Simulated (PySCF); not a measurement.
Cost of one run: shielding job, `[Si@@H]1(C#N)O[SiH2][C@@H](C1)C=C`.

Method: GIAO PBE0/pcSseg-1 NMR shielding, non-relativistic, gas phase (PySCF 2.14.0, density-fitted response routines). Geometry: GFN2-xTB. Work: shieldings, ring-centre shieldings, charges and field gradients, density fitting. A driver script takes a list of jobs; this job's settings line and coordinates (Å) are shown.

Input:
```
{"job": {"kind": "nmr", "xc": "PBE0", "basis": "pcSseg-1"}, "charge": 0, "multiplicity": 1}
C     -3.031128     0.613259     0.266828
C     -1.820532     0.615130    -0.263006
C     -0.629004    -0.047067     0.332052
C      0.595889     0.890251     0.377353
Si     2.144615    -0.214822     0.466115
C      3.503915     0.433794    -0.636929
N      4.342699     0.860008    -1.289168
O      1.531592    -1.563722    -0.228167
Si    -0.070195    -1.643442    -0.589823
H     -3.235295     0.127586     1.207389
H     -3.868543     1.088076    -0.215205
H     -1.646394     1.112664    -1.209206
H     -0.873960    -0.339802     1.359810
H      0.499162     1.602041     1.197466
H      0.624702     1.483050    -0.541830
H      2.680752    -0.574820     1.772288
H     -0.199012    -1.566101    -2.038892
H     -0.558021    -2.869765     0.021267
```

Hardware: x86-64 server, one thread, shared host.

The basis has 212 functions.

**Question.** Which is nearest to the wall time?
A. 5.7 min
B. 42 s
C. 42 min
D. 5.3 s

**Answer.** B. The run took 42 s. The SCF took 14 cycles.

**Question.** At this speed, how long would 100 such jobs take on 96 cores, one job a core?

**Answer.** 100/96 gives 2 rounds of 42 s, about 84 s of wall time and 1.2 core-hours, if the jobs don't slow each other.

The SCF part of the output:
```
coarse grid: 16408 points
cycle   1  E = -904.0615918630  dE =  1.189e+00  |g| = 8.737e-01  |ddm| = 4.032e+00
cycle   2  E = -903.7820457482  dE =  2.795e-01  |g| = 1.475e+00  |ddm| = 1.876e+00
cycle   3  E = -904.2047677120  dE = -4.227e-01  |g| = 2.189e-01  |ddm| = 1.322e+00
cycle   4  E = -904.2135090206  dE = -8.741e-03  |g| = 9.808e-02  |ddm| = 1.789e-01
cycle   5  E = -904.2152110085  dE = -1.702e-03  |g| = 4.149e-02  |ddm| = 8.238e-02
cycle   6  E = -904.2155912485  dE = -3.802e-04  |g| = 4.707e-03  |ddm| = 3.406e-02
cycle   7  E = -904.2155962402  dE = -4.992e-06  |g| = 1.689e-03  |ddm| = 6.448e-03
final grid: 150440 points
cycle   8  E = -904.2785919764  dE = -2.313e-05  |g| = 1.120e-02  |ddm| = 2.987e-02
cycle   9  E = -904.2785530153  dE =  3.896e-05  |g| = 1.765e-02  |ddm| = 2.347e-02
cycle  10  E = -904.2786186052  dE = -6.559e-05  |g| = 2.247e-03  |ddm| = 1.490e-02
cycle  11  E = -904.2786196562  dE = -1.051e-06  |g| = 6.711e-04  |ddm| = 1.659e-03
cycle  12  E = -904.2786197410  dE = -8.484e-08  |g| = 2.252e-04  |ddm| = 5.019e-04
cycle  13  E = -904.2786197515  dE = -1.049e-08  |g| = 5.200e-05  |ddm| = 1.671e-04
cycle  14  E = -904.2786197521  dE = -5.766e-10  |g| = 1.908e-05  |ddm| = 5.538e-05
converged SCF energy = -904.2786197521
```

On the final grid dE counts from the start density on that grid.

Other jobs ran on the host; a repeat could differ by tens of per cent or more.
